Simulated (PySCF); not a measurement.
Sn(Br)(OH)3 (BrH₃O₃Sn), SMILES [OH][Sn]([Br])([OH])[OH]. Heavy atoms are numbered as in [OH:1][Sn:2]([OH:3])([OH:4])[Br:5]. Hydrogens are named by the atom that carries them.

Geometry: r2SCAN-D4/def2-SVP. The structure was generated by enumeration; whether it is a known compound was not checked. The def2 effective core potentials stand for the cores of Sn; spin–orbit coupling is left out. One conformer was computed; it need not be the lowest.

Method: PBE/def2-TZVP in PySCF.

ESP charges are fitted to the potential on shells at 1.4 to 2.0 van der Waals radii. Atomic charges (e), one atom of each kind:

| atom | Löwdin | ESP fit |
|---|---|---|
| O1 (OH) | -0.29 | (withheld) |
| Sn2 | 0.30 | (withheld) |
| Br5 | 0.05 | (withheld) |
| H on O1 | 0.17 | (withheld) |

Task: Complete the blanks. (Estimate from the structure and the level; the computed values follow.)

Result: 
- O1 (OH), ESP fit: -0.52
- Sn2, ESP fit: 0.69
- Br5, ESP fit: -0.20
- H on O1, ESP fit: 0.36
